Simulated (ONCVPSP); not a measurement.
What one change does to a pseudopotential (nitrogen, ONCV)

- Element: N
- Generator: ONCVPSP 4.0.1
- Type: optimised norm-conserving Vanderbilt (ONCV)
- Functional: LDA (Perdew-Wang 92)
- Relativity: scalar-relativistic
- Frozen core: [He]
- Valence charge: 5
- Reference configuration: 2s1.75 2p3.25
- Partial waves: 2s: rc 1.15 bohr, ncon 4, nbas 8, qcut 4.8 1/bohr, 2 projectors, debl 2.9 Ha; 2p: rc 1.55 bohr, ncon 4, nbas 8, qcut 7.2 1/bohr, 2 projectors, debl 2.1 Ha; d scattering state at 0.18 Ha: rc 1.35 bohr, ncon 4, nbas 9, qcut 6.6 1/bohr, 2 projectors, debl 1.1 Ha
- Local potential: polynomial inside 1.05 bohr (lpopt 4, dvloc0 -1 Ha)
- Core correction: none

Change: s: qcut 4; p: qcut 6.1; d: qcut 5.6.

Cutoffs: the cutoffs (Ha) at which the residual kinetic energy of the hardest occupied pseudo-wave falls to 1 and 0.1 mHa per electron; they do not see the model core or the augmentation charge, which bear on the density cutoff. Errors are all-electron minus pseudo energies relative to the spin-unpolarised reference configuration.

**Question.** How do hardness, ghosts and transferability respond?

**Answer.** The potential gets harder (91 Ha and 130 Ha → 107 Ha and 134 Ha); of the 4 tests that both files solve, the error grows in 3 and shrinks in 0 by more than 15 % and 0.3 meV (median size 30.0 → 40.1 meV); neither file shows a bound ghost.

```tsv
quantity	base	changed
cutoff, loose	91 Ha	107 Ha
cutoff, tight	130 Ha	134 Ha
loose cutoff by channel	s 91 Ha, p 21 Ha	s 107 Ha, p 20 Ha
bound ghosts	none	none
GHOST(+) flags under 300 eV	none	none
error for 2s2 2p3, meV [ΔE -2.80 eV]	+1.1	+1.0
error for 2s2 2p2, meV [ΔE 10.93 eV]	+45	+59
error for 2s2 2p1, meV [ΔE 39.91 eV]	+291	+381
error for 2s1 2p3, meV [ΔE 22.39 eV]	-15	-21
s: phases at 1.16 bohr within 0.05 rad from the reference energy up to (Ha; the scan ends near 5)	to the end of the scan	to the end of the scan
p: phases at 1.57 bohr within 0.05 rad from the reference energy up to (Ha; the scan ends near 5)	to the end of the scan	to the end of the scan
d: phases at 1.37 bohr within 0.05 rad from the reference energy up to (Ha; the scan ends near 5)	to the end of the scan	to the end of the scan
```
